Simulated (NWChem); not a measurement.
A series in which one site is exchanged, each optimised at PBE0/def2-SVP with NWChem, gas phase unless a solvent is named. Pople sets run with spherical d functions. This build's default masses of Se (78.918 u) and Br (79.917 u) are each other's, which moves their modes by up to 0.6 %. Shieldings are non-relativistic GIAO values without spin-orbit effects.

A: [NH3]->[Cu][F] (CuNH₃F; site = F)
B: [Cl][Cu]<-[NH3] (CuNH₃Cl; site = Cl)
C: [NH3]->[CuH] (CuNH4; site = H)
D: [NH3]->[Cu][Br] (CuNH₃Br; site = Br)

```json
[
 {"quantity": "dipole (D), PBE0/def2-SVP", "A": "8.56", "B": "9.14", "C": "…", "D": "9.35"},
 {"quantity": "orbital gap (eV), PBE0/def2-SVP", "A": "5.36", "B": "5.49", "C": "…", "D": "5.34"},
 {"quantity": "15N shift against ammonia, PBE0/pcSseg-1 (ppm)", "A": "-1.4", "B": "0.9", "C": "…", "D": "2.2"},
 {"quantity": "15N shift against ammonia, B3LYP/6-31G* (ppm)", "A": "-14.7", "B": "-12.9", "C": "…", "D": "-11.6"}
]
```

Q: Fill in the missing entries.

A: 
- dipole (D), PBE0/def2-SVP, C: 6.83
- orbital gap (eV), PBE0/def2-SVP, C: 5.32
- 15N shift against ammonia, PBE0/pcSseg-1 (ppm), C: 9.3
- 15N shift against ammonia, B3LYP/6-31G* (ppm), C: -2.0
